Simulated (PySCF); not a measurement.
## Peak assignment

Geometry (Å), atoms numbered from 1 in this order:
```xyz
23

N     1.1748   -3.0850    0.1601
C     1.0040   -2.0364   -0.2622
C     0.7900   -0.7093   -0.7864
C     2.0075    0.1785   -0.5016
C     1.8626    0.5086    0.9853
C     0.3478    0.4971    1.2668
C    -0.3375   -0.0086   -0.0104
C    -1.6564   -0.7822    0.1885
C    -2.4297    0.4242   -0.3515
F    -3.3041    0.1366   -1.3712
C    -1.1147    1.0669   -0.8035
H     0.5676   -0.7955   -1.8541
H     2.9500   -0.3183   -0.7287
H     1.9344    1.0833   -1.1066
H     2.3176    1.4675    1.2285
H     2.3578   -0.2594    1.5801
H    -0.0178    1.4881    1.5342
H     0.1243   -0.1728    2.0976
H    -1.8892   -1.0858    1.2062
H    -1.7483   -1.6442   -0.4700
H    -2.9970    0.9879    0.3934
H    -0.9889    0.9853   -1.8817
H    -0.9596    2.1004   -0.5025
```

PySCF 2.14 calculation with GIAO PBE0/pcSseg-1 shieldings and GFN2-xTB structure; isolated molecule, non-relativistic Hamiltonian, one conformer.

Shifts are taken against calculated references (same method and geometry level): 13C (186.93 ppm) and 1H (31.72 ppm) vs TMS.

Question: Assign these signals to the numbered atoms. 13C{1H} NMR (computed): δ 125.7 (C), 84.4 (CH), 48.8 (CH2), 44.9 (CH), 42.8 (CH2), 41.7 (CH2), 40.2 (C), 34.0 (CH2), 26.7 (CH2).

Answer: 
125.7 → C2, nitrile carbon: this is the usual window of a C≡N carbon, which has no attached hydrogen
84.4 → C9, sp3 CH bonded to F: the inductive effect lowers its shielding
48.8 → C11, sp3 CH2 in a ring: aliphatic region, no heteroatom directly attached
44.9 → C3, sp3 CH α to a nitrile: saturated and bonded to C and H only
42.8 → C8, sp3 CH2 in a ring: saturated and bonded to C and H only
41.7 → C6, sp3 CH2 in a ring
40.2 → C7, quaternary sp3 carbon in a ring: a saturated carbon with 4 carbon neighbours and no heteroatom attached
34.0 → C4, sp3 CH2 in a ring: saturated and bonded to C and H only
26.7 → C5, sp3 CH2 in a ring

C8 and C6; C6 and C7 lie closer than the usual error of such a calculation, so a measured spectrum could show them in the other order.

Question: Assign these signals to the numbered atoms. 1H NMR (300 MHz, computed): δ 5.15 (m, 1H), 2.83 (m, 1H), 2.55 (m, 1H), 2.55 (m, 1H), 2.30 (m, 1H), 2.23 (m, 1H), 2.11 (m, 1H), 2.06 (m, 1H), 1.99 (m, 1H), 1.89 (m, 1H), 1.86 (m, 1H), 1.78 (m, 1H).

Answer: 
| δ (ppm) | atoms | environment | reason |
| --- | --- | --- | --- |
| 5.15 | H21 | hydrogen on an sp3 CH bonded to F | its carbon carries F, an electronegative neighbour |
| 2.83 | H20 | hydrogen on an sp3 CH2 in a ring | – |
| 2.55 | H19 | hydrogen on an sp3 CH2 in a ring | – |
| 2.55 | H12 | hydrogen on an sp3 CH α to a nitrile | – |
| 2.30 | H23 | hydrogen on an sp3 CH2 in a ring | – |
| 2.23 | H16 | hydrogen on an sp3 CH2 in a ring | – |
| 2.11 | H22 | hydrogen on an sp3 CH2 in a ring | – |
| 2.06 | H18 | hydrogen on an sp3 CH2 in a ring | – |
| 1.99 | H13 | hydrogen on an sp3 CH2 in a ring | – |
| 1.89 | H15 | hydrogen on an sp3 CH2 in a ring | far from electronegative atoms and π systems |
| 1.86 | H17 | hydrogen on an sp3 CH2 in a ring | – |
| 1.78 | H14 | hydrogen on an sp3 CH2 in a ring | – |

H19 and H12; H23 and H16; H22 and H18; H18 and H13; H13 and H15; H15 and H17; H17 and H14 lie closer than the usual error of such a calculation, so a measured spectrum could show them in the other order.

Splittings by 19F in the carbon and heteronuclear signals aren't shown, as no couplings were computed. Shifts are as computed. Against solution values, carbons near 30 ppm lie about +3 ppm off and those near 130 ppm about +5 ppm. Of 1211 compounds with measured shifts, 218 miss one by over three times the rms of a fit or turn the order of signals round; such compounds aren't used in these exercises. Multiplicities follow the n + 1 count of equivalent neighbours, as no J values were calculated; m marks all less simple cases, F and P coupling included.
